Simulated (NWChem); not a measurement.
Species: CH$_{3}$CdClO; SMILES [O]([Cd][Cl])C

```xyz
7

Cd     0.0959    -0.0471     0.0000
Cl    -0.1491    -2.3254     0.0000
O      0.4802     1.9020     0.0000
C     -0.5614     2.8508     0.0000
H     -1.2233     2.8042     0.8999
H     -0.0977     3.8645     0.0000
H     -1.2233     2.8042    -0.8999
```
Atoms are numbered in this order, from 1.

Program: NWChem. Medium grid unless said otherwise, to which SCAN and Minnesota functionals are sensitive. Coordinates come from a PBE-D3(BJ)/def2-SVP optimisation. def2 effective core potentials on Cd; no spin-orbit coupling. Hybrids' shares of exact exchange are those that their runs print; pure functionals count as 0. The functionals differ in more than this share.

```
row                    share of exact exchange  orbital gap (eV)
---------------------  -----------------------  ----------------
PBE/def2-SVP                              0.00              3.12
BLYP/def2-SVP                             0.00              3.07
B3LYP/def2-SVP                            0.20              4.96
r2SCAN0/def2-SVP                          0.25              5.87
Hartree-Fock/def2-SVP                     1.00          withheld
```

Q: Fit a straight line of the last column on the one before it, predict the withheld value, and compare with the run.

A: 
1. Means of the 4 shown rows: x = 0.113, y = 4.255. Slope Σ(x − x̄)(y − ȳ)/Σ(x − x̄)² = 0.5448/0.05188 = 10.50; intercept 3.074.
2. The shown rows scatter about the line by 0.139 (root mean square); the largest residual is -0.21, at B3LYP/def2-SVP.
3. At x = 1.00 (Hartree-Fock/def2-SVP; beyond the shown range) the line gives 13.57.
4. The run gives 12.32, -1.25 from the line, 9.0 times the scatter.
